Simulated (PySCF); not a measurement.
A survey of 17O NMR shifts

[PySCF 2.14.0 with density-fitted response routines: σ from GIAO-PBE0/pcSseg-1; geometry: GFN2-xTB; averaged over atoms made equivalent by symmetry, fast rotation or ring inversion; in vacuum; relativity neglected; a single conformation]

Shieldings were converted by a linear fit to measured shifts: 17O (scatter 10.7 ppm rms, 12.2 ppm with the 3 outliers that the fit left out vs liquid water, solution or neat liquid). Occasional misses reach two or three times the rms, and more in compound classes unlike the fitted ones.

**Question.** Give the 17O shifts of `COP(=O)(OC)O[SiH3]`, `CCOc1ccco1`, `O=[P@]1(c2ccc(F)cc2)C=C1F`, `C=COC(=O)/C=C/C`, `COC(=O)C=C1CC1`, `O=C1C=C[C@H](O)CC1`, `CC(C)(C)CS(C)(=O)=O`.

**Answer.** 
```json
{"compound": "[CH3:1][O:2][P:3](=[O:4])([O:5][CH3:6])[O:7][SiH3:8]", "environment": "O4: P=O oxygen", "δ (ppm)": "80.7"}
{"compound": "[CH3:1][O:2][P:3](=[O:4])([O:5][CH3:6])[O:7][SiH3:8]", "environment": "O7: oxygen bonded to P, Si", "δ (ppm)": "40.2"}
{"compound": "[CH3:1][O:2][P:3](=[O:4])([O:5][CH3:6])[O:7][SiH3:8]", "environment": "O2/5: oxygen bonded to C, P (×2)", "δ (ppm)": "29.9"}
{"compound": "[CH3:1][CH2:2][O:3][c:4]1[cH:5][cH:6][cH:7][o:8]1", "environment": "O8: aromatic ring oxygen", "δ (ppm)": "211.8"}
{"compound": "[CH3:1][CH2:2][O:3][c:4]1[cH:5][cH:6][cH:7][o:8]1", "environment": "O3: ether oxygen", "δ (ppm)": "70.6"}
{"compound": "O=[P@]1(c2ccc(F)cc2)C=C1F", "environment": "P=O oxygen", "δ (ppm)": "77.0"}
{"compound": "[CH2:1]=[CH:2][O:3][C:4](=[O:5])/[CH:6]=[CH:7]/[CH3:8]", "environment": "O5: ester carbonyl oxygen", "δ (ppm)": "320.8"}
{"compound": "[CH2:1]=[CH:2][O:3][C:4](=[O:5])/[CH:6]=[CH:7]/[CH3:8]", "environment": "O3: ester alkoxy oxygen", "δ (ppm)": "198.9"}
{"compound": "[CH3:1][O:2][C:3](=[O:4])[CH:5]=[C:6]1[CH2:7][CH2:8]1", "environment": "O4: ester carbonyl oxygen", "δ (ppm)": "340.6"}
{"compound": "[CH3:1][O:2][C:3](=[O:4])[CH:5]=[C:6]1[CH2:7][CH2:8]1", "environment": "O2: ester alkoxy oxygen", "δ (ppm)": "136.8"}
{"compound": "[O:1]=[C:2]1[CH:3]=[CH:4][C@H:5]([OH:6])[CH2:7][CH2:8]1", "environment": "O1: ketone oxygen", "δ (ppm)": "577.6"}
{"compound": "[O:1]=[C:2]1[CH:3]=[CH:4][C@H:5]([OH:6])[CH2:7][CH2:8]1", "environment": "O6: alcohol oxygen", "δ (ppm)": "17.9"}
{"compound": "CC(C)(C)CS(C)(=O)=O", "environment": "S=O oxygen (×2)", "δ (ppm)": "161.2"}
```
